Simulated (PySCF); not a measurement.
PySCF input (M06-2X/def2-TZVPD):

```python
from pyscf import gto, scf, dft

mol = gto.M(
    atom='''
    Si   -0.70011995   -0.03583677    0.13726309
    N     1.16872202    0.05982292   -0.22913559
    H    -1.13442749    1.34409940   -0.10396352
    H    -1.15797076   -1.02615805   -0.84287646
    H    -0.71966631   -0.47211873    1.53737492
    H     1.64612147    0.72419417    0.38538504
    H     1.63053932   -0.84456478   -0.10366575
    H     1.35602892    0.35750229   -1.18998840
    ''',
    basis='def2-tzvpd',
    charge=1,
    spin=0,
    verbose=4,
)

mf = dft.RKS(mol, xc='m062x').density_fit(auxbasis='def2-universal-jkfit')
mf.grids.level = 4
mf.conv_tol = 1e-9
mf.max_cycle = 100
mf.max_memory = 1500
mf.kernel()
if not mf.converged:
    mf = mf.newton()
    mf.kernel(mf.make_rdm1())
mf.analyze()
```

Output:

```
PySCF version 2.14.0

[INPUT] verbose = 4
[INPUT] num. atoms = 8
[INPUT] num. electrons = 26
[INPUT] charge = 1
[INPUT] spin (= nelec alpha-beta = 2S) = 0
[INPUT] symmetry False subgroup None
[INPUT] Mole.unit = angstrom
[INPUT] Symbol           X                Y                Z      unit          X                Y                Z       unit  Magmom
[INPUT]  1 Si    -0.700119950000  -0.035836770000   0.137263090000 AA   -1.323034959844  -0.067721680489   0.259389647112 Bohr   0.0
[INPUT]  2 N      1.168722020000   0.059822920000  -0.229135590000 AA    2.208564533548   0.113048934772  -0.433003510491 Bohr   0.0
[INPUT]  3 H     -1.134427490000   1.344099400000  -0.103963520000 AA   -2.143757264278   2.539979750192  -0.196462579746 Bohr   0.0
[INPUT]  4 H     -1.157970760000  -1.026158050000  -0.842876460000 AA   -2.188247596654  -1.939157675018  -1.592805666243 Bohr   0.0
[INPUT]  5 H     -0.719666310000  -0.472118730000   1.537374920000 AA   -1.359972226976  -0.892175097977   2.905217549575 Bohr   0.0
[INPUT]  6 H      1.646121470000   0.724194170000   0.385385040000 AA    3.110718746066   1.368528642307   0.728272178105 Bohr   0.0
[INPUT]  7 H      1.630539320000  -0.844564780000  -0.103665750000 AA    3.081272750135  -1.595996128654  -0.195899875998 Bohr   0.0
[INPUT]  8 H      1.356028920000   0.357502290000  -1.189988400000 AA    2.562523275790   0.675581417005  -2.248752167409 Bohr   0.0

nuclear repulsion = 69.5414578776247
number of shells = 58
number of NR pGTOs = 187
number of NR cGTOs = 134
basis = def2-tzvpd
ecp = {}

******** <class 'pyscf.df.df_jk.DFRKS'> ********
method = DFRKS
initial guess = minao
damping factor = 0
level_shift factor = 0
DIIS = <class 'pyscf.scf.diis.CDIIS'>
diis_start_cycle = 1
diis_space = 8
diis_damp = 0
SCF conv_tol = 1e-09
SCF conv_tol_grad = None
SCF max_cycles = 100
direct_scf = False
XC library pyscf.dft.libxc version 7.1.2
    S. Lehtola, C. Steigemann, M. J. T. Oliveira, and M. A. L. Marques,  SoftwareX 7, 1–5 (2018)
XC functionals = m062x
    Y. Zhao and D. G. Truhlar,  Theor. Chem. Acc. 120, 215 (2008)
    Y. Zhao and D. G. Truhlar,  Theor. Chem. Acc. 120, 215 (2008)
radial grids:
    Treutler-Ahlrichs [JCP 102, 346 (1995); DOI:10.1063/1.469408] (M4) radial grids

becke partition: Becke, JCP 88, 2547 (1988); DOI:10.1063/1.454033
pruning grids: <function nwchem_prune>
grids dens level: 4
symmetrized grids: False
atomic radii adjust function: <function treutler_atomic_radii_adjust>
small_rho_cutoff = 0
Set gradient conv threshold to 3.16228e-05
Initial guess from minao.
tot grids = 151048
******** <class 'pyscf.df.df.DF'> ********
auxbasis = def2-universal-jkfit
init E= -347.745677828785
  HOMO = -0.388412808725568  LUMO = -0.0373787711319906  gap/eV = 9.55212
[...]
cycle= 8 E= -347.589346536085  delta_E= -7.98e-10  |g|= 1.03e-05  |ddm|= 8.89e-05
  HOMO = -0.617556078554752  LUMO = -0.19285912579662  gap/eV = 11.55659
Extra cycle  E= -347.589346536117  delta_E= -3.25e-11  |g|= 4.27e-06  |ddm|= 1.92e-05
converged SCF energy = -347.589346536117
**** SCF Summaries ****
Total Energy =                        -347.589346536117034
Nuclear Repulsion Energy =              69.541457877624680
One-electron Energy =                 -610.545928779047017
Two-electron Energy =                  193.415124365305303
Two-electron Coulomb Energy =          223.192276213629270
DFT Exchange-Correlation Energy =      -29.777151848323975
HOMO-LUMO gap [eV] =                    11.556592723019239
**** MO energy ****
MO #1   energy= -67.2381449215824  occ= 2
MO #2   energy= -15.0516286836843  occ= 2
MO #3   energy= -5.77808737535233  occ= 2
MO #4   energy= -4.0906023138004   occ= 2
MO #5   energy= -4.08671162203223  occ= 2
MO #6   energy= -4.08671133490776  occ= 2
MO #7   energy= -1.28100786144454  occ= 2
MO #8   energy= -0.850499154814349 occ= 2
MO #9   energy= -0.843557395030695 occ= 2
MO #10  energy= -0.84355518013002  occ= 2
MO #11  energy= -0.696971539883382 occ= 2
MO #12  energy= -0.617557020895119 occ= 2
MO #13  energy= -0.617556078554752 occ= 2
MO #14  energy= -0.19285912579662  occ= 0
MO #15  energy= -0.131159124363333 occ= 0
MO #16  energy= -0.122613933663612 occ= 0
MO #17  energy= -0.122613035290341 occ= 0
MO #18  energy= -0.114747136131234 occ= 0
MO #19  energy= -0.0993567704393246 occ= 0
MO #20  energy= -0.0993564034641874 occ= 0
MO #21  energy= -0.0673681206602921 occ= 0
MO #22  energy= -0.0673660660488753 occ= 0
MO #23  energy= -0.038714381680326 occ= 0
MO #24  energy= -0.0387140052986552 occ= 0
MO #25  energy= -0.0312850322754502 occ= 0
MO #26  energy= -0.0186226224690748 occ= 0
MO #27  energy= 0.00256983265070426 occ= 0
MO #28  energy= 0.00257013101789999 occ= 0
MO #29  energy= 0.0172322942468301 occ= 0
MO #30  energy= 0.0358446202975157 occ= 0
MO #31  energy= 0.0358456182680677 occ= 0
MO #32  energy= 0.08090118693221   occ= 0
MO #33  energy= 0.0831256645421744 occ= 0
MO #34  energy= 0.0938340044429282 occ= 0
MO #35  energy= 0.0938349896413433 occ= 0
MO #36  energy= 0.106079639801474  occ= 0
MO #37  energy= 0.115374834233826  occ= 0
MO #38  energy= 0.115376687234868  occ= 0
MO #39  energy= 0.137222830399247  occ= 0
MO #40  energy= 0.137224408851775  occ= 0
MO #41  energy= 0.143609780732663  occ= 0
MO #42  energy= 0.16747393398757   occ= 0
MO #43  energy= 0.174604356418144  occ= 0
MO #44  energy= 0.206364425861095  occ= 0
MO #45  energy= 0.206365094898188  occ= 0
MO #46  energy= 0.230873927087555  occ= 0
MO #47  energy= 0.230875241451268  occ= 0
MO #48  energy= 0.23248594017366   occ= 0
MO #49  energy= 0.253243825686022  occ= 0
MO #50  energy= 0.253244578979363  occ= 0
MO #51  energy= 0.295105812142509  occ= 0
MO #52  energy= 0.295107705029586  occ= 0
MO #53  energy= 0.300130383303325  occ= 0
MO #54  energy= 0.334060182892317  occ= 0
MO #55  energy= 0.334060357545238  occ= 0
MO #56  energy= 0.351670240576176  occ= 0
MO #57  energy= 0.408175988531208  occ= 0
MO #58  energy= 0.408179124557995  occ= 0
MO #59  energy= 0.424675386643372  occ= 0
MO #60  energy= 0.483897969646959  occ= 0
MO #61  energy= 0.4854365467018    occ= 0
MO #62  energy= 0.485441565455447  occ= 0
MO #63  energy= 0.530197194822396  occ= 0
MO #64  energy= 0.573636554276536  occ= 0
MO #65  energy= 0.614516914309171  occ= 0
MO #66  energy= 0.614522028067943  occ= 0
MO #67  energy= 0.630866693880079  occ= 0
MO #68  energy= 0.630866949169692  occ= 0
MO #69  energy= 0.670213477477468  occ= 0
MO #70  energy= 0.84014161940647   occ= 0
MO #71  energy= 0.917484638691195  occ= 0
MO #72  energy= 0.917491213304223  occ= 0
MO #73  energy= 0.920785225209863  occ= 0
MO #74  energy= 0.954596629497545  occ= 0
MO #75  energy= 0.954602216018302  occ= 0
MO #76  energy= 1.02630151288226   occ= 0
MO #77  energy= 1.02630507268559   occ= 0
MO #78  energy= 1.04211087896652   occ= 0
MO #79  energy= 1.1088157140335    occ= 0
MO #80  energy= 1.10881847193688   occ= 0
MO #81  energy= 1.19032905531753   occ= 0
MO #82  energy= 1.20537739071381   occ= 0
MO #83  energy= 1.2053846092947    occ= 0
MO #84  energy= 1.27473054652142   occ= 0
MO #85  energy= 1.27474430183427   occ= 0
MO #86  energy= 1.34850803910188   occ= 0
MO #87  energy= 1.34851271712157   occ= 0
MO #88  energy= 1.37343424420133   occ= 0
MO #89  energy= 1.44561175020193   occ= 0
MO #90  energy= 1.60473498709396   occ= 0
MO #91  energy= 1.67834507639926   occ= 0
MO #92  energy= 1.67835666919849   occ= 0
MO #93  energy= 1.72446896356771   occ= 0
MO #94  energy= 1.72447452419246   occ= 0
MO #95  energy= 1.81825994270035   occ= 0
MO #96  energy= 1.86187509013036   occ= 0
MO #97  energy= 1.86187792788383   occ= 0
MO #98  energy= 1.91234591069979   occ= 0
MO #99  energy= 2.03373674001271   occ= 0
MO #100 energy= 2.11213839012667   occ= 0
MO #101 energy= 2.13255681964595   occ= 0
MO #102 energy= 2.13256602261852   occ= 0
MO #103 energy= 2.24023143785209   occ= 0
MO #104 energy= 2.26198686128669   occ= 0
MO #105 energy= 2.26200125830529   occ= 0
MO #106 energy= 2.35836173802635   occ= 0
MO #107 energy= 2.35837672326091   occ= 0
[...]
```

It need not be the lowest isomer of its formula.
